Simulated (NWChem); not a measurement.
SiHOF, singlet; SMILES O[Si]F

```xyz
4

Si     0.6214     0.0125     0.0000
F     -0.4211    -1.2591     0.0000
O     -0.4493     1.2760     0.0000
H     -1.3979     1.0886     0.0000
```
Atoms are numbered in this order, from 1.

Program: NWChem. Geometry optimised at PBE0/def2-SVP; all other runs use it. Low-valent species are run as closed-shell singlets; no triplet was tried in these runs.

```csv
quantity,level,value
−ε(HOMO) (eV),PBE/def2-SVP,6.48
"isotropic polarisability (bohr³), static",CAM-B3LYP/def2-SVPD,33.1
"vertical, lowest excitation, singlet (eV)","CAM-B3LYP/def2-SVPD, TDA",5.84
solvation free energy (kcal/mol) in n-hexane,"PBE0/def2-SVP, SMD",-2.5
dipole (D),PBE0/def2-SVP,0.99
highest harmonic frequency (cm⁻¹),PBE0/def2-SVP,3856
```
